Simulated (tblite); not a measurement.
Record of a relaxation.

C₈H₉O (doublet state).
Numbering: `[CH3:1][CH2:2][c:3]1[cH:4][cH:5][cH:6][cH:7][c:8]1[O:9]` (hydrogens: H10, H11, H12 on C1; H13, H14 on C2; H15 on C4; H16 on C5; H17 on C6; H18 on C7)
Bond orders are those of one Lewis drawing.

Computed with GFN2-xTB (tblite), gas phase: L-BFGS steps from a force-field or distance-geometry start until the largest atomic force falls under 0.01 eV/Å. 9 of its 43 geometries are shown.

Step 0: E = -699.6714 eV, largest atomic force 2.483 eV/Å
```
atom  x, y, z in Å  |  force x, y, z in eV/Å
C1     -2.444    0.246   -0.596   -0.863   0.146  -0.499
C2     -1.621    0.101    0.658    0.839  -0.469   0.985
C3     -0.120    0.024    0.365   -1.671  -1.710   0.093
C4      0.428   -1.244    0.121   -0.487   0.801   0.305
C5      1.776   -1.402   -0.163   -0.192  -0.120  -0.079
C6      2.571   -0.273   -0.247   -0.001   1.637   0.203
C7      2.019    0.997   -0.025    2.135  -1.142  -0.550
C8      0.664    1.214    0.290   -0.780   1.671   0.233
O9      0.211    2.387    0.474    0.289  -1.452  -0.138
H10    -2.209    1.170   -1.127    0.087  -0.093   0.096
H11    -3.520    0.279   -0.343    0.487  -0.016  -0.062
H12    -2.296   -0.594   -1.278    0.092   0.084   0.102
H13    -1.926   -0.816    1.205    0.182   0.195  -0.404
H14    -1.829    0.913    1.363    0.180   0.224  -0.339
H15    -0.207   -2.122    0.187    0.050   0.235  -0.009
H16     2.193   -2.383   -0.332   -0.012  -0.014   0.009
H17     3.633   -0.351   -0.474   -0.284  -0.002   0.047
H18     2.667    1.860   -0.090   -0.050   0.024   0.006
```

Step 5: E = -699.8789 eV, largest atomic force 0.165 eV/Å
```
atom  x, y, z in Å  |  force x, y, z in eV/Å
C1     -2.455    0.248   -0.597   -0.033   0.004  -0.023
C2     -1.623    0.088    0.682    0.088   0.013  -0.028
C3     -0.167   -0.007    0.368    0.117  -0.112  -0.031
C4      0.413   -1.233    0.134   -0.009  -0.042  -0.031
C5      1.762   -1.379   -0.167    0.018  -0.007   0.024
C6      2.582   -0.248   -0.243    0.000   0.114  -0.015
C7      2.061    0.995   -0.034    0.030  -0.050  -0.028
C8      0.659    1.198    0.282    0.027   0.034   0.013
O9      0.203    2.331    0.475   -0.139   0.042   0.032
H10    -2.198    1.167   -1.118    0.052   0.006   0.062
H11    -3.511    0.280   -0.341   -0.028   0.013  -0.006
H12    -2.288   -0.589   -1.272    0.027  -0.008   0.017
H13    -1.928   -0.830    1.190   -0.072   0.047   0.027
H14    -1.806    0.942    1.335    0.032   0.046  -0.040
H15    -0.208   -2.113    0.189   -0.046  -0.121   0.023
H16     2.181   -2.364   -0.328   -0.055   0.082  -0.005
H17     3.630   -0.357   -0.474    0.053  -0.057  -0.007
H18     2.682    1.878   -0.093   -0.063  -0.006   0.015
```

Step 10: E = -699.8872 eV, largest atomic force 0.116 eV/Å
```
atom  x, y, z in Å  |  force x, y, z in eV/Å
C1     -2.453    0.248   -0.596    0.011   0.018  -0.030
C2     -1.616    0.089    0.679   -0.040   0.023  -0.002
C3     -0.162   -0.019    0.366   -0.015  -0.036  -0.001
C4      0.412   -1.247    0.131    0.021   0.032   0.021
C5      1.763   -1.373   -0.165   -0.010  -0.065  -0.034
C6      2.584   -0.241   -0.246   -0.065   0.022   0.024
C7      2.059    1.001   -0.037   -0.005  -0.029   0.004
C8      0.656    1.194    0.284   -0.051   0.023  -0.006
O9      0.178    2.320    0.481    0.037  -0.110  -0.010
H10    -2.185    1.170   -1.105    0.005   0.003  -0.017
H11    -3.511    0.283   -0.342    0.050   0.010  -0.007
H12    -2.283   -0.589   -1.269   -0.002   0.018  -0.008
H13    -1.941   -0.815    1.195   -0.013  -0.018   0.071
H14    -1.789    0.954    1.318    0.034   0.063   0.012
H15    -0.208   -2.134    0.192    0.066   0.020  -0.012
H16     2.178   -2.355   -0.332    0.056  -0.017  -0.016
H17     3.634   -0.367   -0.474   -0.047   0.038   0.007
H18     2.675    1.887   -0.090   -0.033   0.006   0.002
```

Step 16: E = -699.8940 eV, largest atomic force 0.068 eV/Å
```
atom  x, y, z in Å  |  force x, y, z in eV/Å
C1     -2.443    0.255   -0.598    0.010  -0.002   0.025
C2     -1.615    0.094    0.684   -0.012  -0.001  -0.005
C3     -0.165   -0.040    0.366   -0.029  -0.004   0.031
C4      0.417   -1.264    0.131   -0.026  -0.008   0.000
C5      1.767   -1.381   -0.173   -0.006   0.010   0.015
C6      2.574   -0.239   -0.246    0.034  -0.011  -0.017
C7      2.045    0.999   -0.037   -0.023   0.003  -0.003
C8      0.642    1.179    0.282   -0.022  -0.030   0.021
O9      0.153    2.298    0.486    0.005   0.017  -0.008
H10    -2.168    1.177   -1.104    0.006  -0.026  -0.007
H11    -3.501    0.294   -0.348    0.002   0.020  -0.014
H12    -2.275   -0.583   -1.273    0.011   0.020   0.013
H13    -1.960   -0.791    1.226    0.007   0.041  -0.012
H14    -1.760    0.984    1.302   -0.003  -0.037  -0.013
H15    -0.190   -2.156    0.193   -0.025  -0.024   0.005
H16     2.198   -2.355   -0.344    0.006  -0.009  -0.009
H17     3.623   -0.358   -0.472    0.053   0.038  -0.018
H18     2.649    1.892   -0.087    0.012   0.002  -0.005
```

Step 21: E = -699.8950 eV, largest atomic force 0.021 eV/Å
```
atom  x, y, z in Å  |  force x, y, z in eV/Å
C1     -2.442    0.256   -0.598    0.004   0.001  -0.003
C2     -1.617    0.095    0.685    0.011  -0.006   0.015
C3     -0.167   -0.045    0.371    0.013   0.003   0.001
C4      0.416   -1.268    0.132    0.013  -0.004   0.006
C5      1.768   -1.381   -0.173    0.006   0.006   0.000
C6      2.575   -0.239   -0.249    0.001  -0.003  -0.002
C7      2.041    0.998   -0.037    0.002   0.002   0.005
C8      0.638    1.174    0.285    0.015  -0.005  -0.003
O9      0.150    2.294    0.486   -0.009   0.007   0.004
H10    -2.162    1.175   -1.106    0.017   0.010  -0.006
H11    -3.499    0.300   -0.352   -0.010   0.010  -0.008
H12    -2.272   -0.581   -1.272   -0.001  -0.018   0.000
H13    -1.964   -0.784    1.232   -0.018  -0.009  -0.003
H14    -1.756    0.986    1.300   -0.013   0.004   0.009
H15    -0.190   -2.163    0.193    0.003   0.004   0.000
H16     2.201   -2.355   -0.347   -0.010   0.001   0.000
H17     3.626   -0.348   -0.475   -0.017   0.002  -0.009
H18     2.644    1.892   -0.087   -0.007  -0.004  -0.005
```

Step 26: E = -699.8954 eV, largest atomic force 0.031 eV/Å
```
atom  x, y, z in Å  |  force x, y, z in eV/Å
C1     -2.438    0.257   -0.599    0.003   0.001  -0.005
C2     -1.617    0.094    0.689   -0.021   0.003  -0.017
C3     -0.166   -0.047    0.377   -0.015  -0.001   0.009
C4      0.418   -1.269    0.136   -0.014   0.011   0.001
C5      1.770   -1.381   -0.172   -0.011  -0.005   0.000
C6      2.575   -0.238   -0.251   -0.012   0.010   0.001
C7      2.040    0.998   -0.036   -0.002  -0.004  -0.006
C8      0.638    1.173    0.287   -0.021   0.020   0.012
O9      0.148    2.292    0.486    0.008  -0.007   0.001
H10    -2.151    1.174   -1.108    0.014  -0.022   0.000
H11    -3.498    0.309   -0.359    0.028   0.006   0.001
H12    -2.272   -0.585   -1.268   -0.002   0.014   0.005
H13    -1.973   -0.784    1.232    0.015  -0.010  -0.001
H14    -1.761    0.985    1.303    0.009  -0.007   0.001
H15    -0.188   -2.163    0.194    0.008  -0.003   0.009
H16     2.199   -2.356   -0.349    0.008   0.008  -0.002
H17     3.625   -0.343   -0.483    0.005  -0.018  -0.009
H18     2.642    1.892   -0.090    0.000   0.005  -0.001
```

Step 32: E = -699.8964 eV, largest atomic force 0.037 eV/Å
```
atom  x, y, z in Å  |  force x, y, z in eV/Å
C1     -2.426    0.259   -0.603    0.013  -0.003   0.013
C2     -1.623    0.090    0.694    0.033  -0.007   0.015
C3     -0.170   -0.050    0.392    0.015   0.000  -0.014
C4      0.417   -1.270    0.147    0.005  -0.016   0.004
C5      1.766   -1.379   -0.172    0.000   0.005  -0.005
C6      2.570   -0.235   -0.257   -0.005  -0.003  -0.012
C7      2.034    0.999   -0.037   -0.008   0.012   0.003
C8      0.633    1.172    0.298    0.008  -0.020  -0.025
O9      0.142    2.291    0.491   -0.003   0.003   0.020
H10    -2.112    1.163   -1.117    0.002   0.004  -0.006
H11    -3.485    0.336   -0.373   -0.009   0.011  -0.009
H12    -2.270   -0.592   -1.261   -0.002  -0.005  -0.010
H13    -1.984   -0.790    1.230    0.014   0.009  -0.006
H14    -1.768    0.980    1.310   -0.013  -0.010  -0.003
H15    -0.181   -2.169    0.205   -0.026   0.006   0.018
H16     2.199   -2.351   -0.356   -0.006  -0.006   0.004
H17     3.616   -0.342   -0.506   -0.015   0.013   0.010
H18     2.632    1.895   -0.098   -0.003   0.007   0.002
```

Step 37: E = -699.8971 eV, largest atomic force 0.017 eV/Å
```
atom  x, y, z in Å  |  force x, y, z in eV/Å
C1     -2.416    0.260   -0.604   -0.003   0.004  -0.009
C2     -1.622    0.087    0.697   -0.014  -0.001  -0.006
C3     -0.169   -0.052    0.397   -0.006   0.003  -0.003
C4      0.417   -1.273    0.154   -0.001   0.008  -0.004
C5      1.764   -1.379   -0.173    0.002  -0.007  -0.002
C6      2.563   -0.232   -0.265    0.004  -0.002   0.003
C7      2.029    1.002   -0.040   -0.001  -0.007  -0.015
C8      0.630    1.171    0.300   -0.004   0.012   0.009
O9      0.138    2.289    0.501   -0.006  -0.001   0.009
H10    -2.086    1.156   -1.123    0.002   0.005   0.006
H11    -3.476    0.356   -0.383    0.008  -0.003  -0.002
H12    -2.269   -0.597   -1.259   -0.005  -0.001   0.006
H13    -1.984   -0.795    1.229   -0.001  -0.014   0.001
H14    -1.774    0.973    1.315    0.011   0.006  -0.002
H15    -0.185   -2.170    0.218    0.004   0.004   0.010
H16     2.198   -2.350   -0.359   -0.001  -0.007   0.002
H17     3.608   -0.338   -0.517    0.012   0.007  -0.001
H18     2.626    1.899   -0.101    0.000  -0.007  -0.001
```

Step 42: E = -699.8972 eV, largest atomic force 0.010 eV/Å
```
atom  x, y, z in Å  |  force x, y, z in eV/Å
C1     -2.414    0.260   -0.606   -0.003  -0.001   0.002
C2     -1.623    0.086    0.697    0.001   0.001  -0.004
C3     -0.169   -0.052    0.398    0.000  -0.003   0.000
C4      0.417   -1.272    0.155    0.002   0.000   0.003
C5      1.763   -1.379   -0.173    0.001   0.001   0.001
C6      2.562   -0.232   -0.266   -0.003   0.003  -0.003
C7      2.027    1.002   -0.043   -0.001   0.001   0.003
C8      0.629    1.172    0.301   -0.002  -0.002  -0.003
O9      0.136    2.288    0.506    0.007  -0.003   0.006
H10    -2.079    1.155   -1.124   -0.002  -0.004   0.002
H11    -3.474    0.360   -0.386   -0.003   0.002   0.000
H12    -2.270   -0.598   -1.258    0.001   0.005  -0.002
H13    -1.985   -0.798    1.227   -0.003   0.005  -0.005
H14    -1.774    0.972    1.316    0.000  -0.004   0.000
H15    -0.185   -2.169    0.224    0.006  -0.001   0.001
H16     2.197   -2.351   -0.359   -0.001   0.001   0.004
H17     3.608   -0.335   -0.519   -0.003   0.000   0.001
H18     2.624    1.899   -0.103    0.001  -0.001  -0.005
```

Question: Summarise the path.

Answer: The energy falls by 5.21 kcal/mol from step 0 to step 42; nine tenths of that is first reached at step 4. It falls at every step. The largest force goes from 2.483 to 0.010 eV/Å. Among the bonds C7–C8 changes most (a near tie, within 0.001 Å, with another), from 1.408 to 1.450 Å; the atoms move by 0.071 Å rms after alignment.

Question: Follow the three bonds and two angles with the largest change from start to end.

Answer: 
```csv
step,E above end (kcal/mol),largest force (eV/Å),C7–C8 (Å),C2–C3 (Å),C6–C7 (Å),H13–C2–H14 (°),C2–C3–C4 (°)
0,5.21,2.483,1.408,1.531,1.402,104.1,117.5
2,1.18,0.510,1.451,1.492,1.364,106.0,119.7
4,0.49,0.262,1.450,1.493,1.365,109.0,120.2
5,0.42,0.165,1.451,1.493,1.364,109.4,120.2
7,0.32,0.139,1.453,1.494,1.362,109.7,120.3
9,0.26,0.091,1.452,1.492,1.364,109.5,120.3
11,0.20,0.115,1.453,1.490,1.366,109.4,120.7
13,0.13,0.106,1.453,1.490,1.365,109.4,121.4
15,0.09,0.075,1.451,1.491,1.363,109.6,121.8
16,0.07,0.068,1.450,1.491,1.363,109.7,121.9
18,0.06,0.031,1.449,1.490,1.363,109.7,122.0
20,0.05,0.021,1.450,1.490,1.363,109.6,122.1
22,0.05,0.030,1.450,1.491,1.363,109.5,122.2
24,0.05,0.023,1.450,1.491,1.363,109.5,122.3
26,0.04,0.031,1.449,1.491,1.363,109.5,122.3
27,0.04,0.036,1.449,1.491,1.364,109.5,122.3
29,0.03,0.027,1.450,1.491,1.363,109.6,122.4
31,0.02,0.034,1.451,1.491,1.363,109.7,122.4
33,0.01,0.029,1.450,1.491,1.363,109.6,122.3
35,0.01,0.039,1.449,1.491,1.363,109.5,122.2
37,0.00,0.017,1.449,1.490,1.363,109.5,122.2
38,0.00,0.013,1.449,1.490,1.363,109.5,122.2
40,0.00,0.016,1.450,1.490,1.363,109.6,122.2
42,0.00,0.010,1.450,1.490,1.363,109.7,122.2
```

The cost below is that of the whole relaxation. The run took 0.3 s on one thread, Intel Xeon at 2.60 GHz (x86_64), shared host with 96 logical CPUs at a one-minute load of 15.
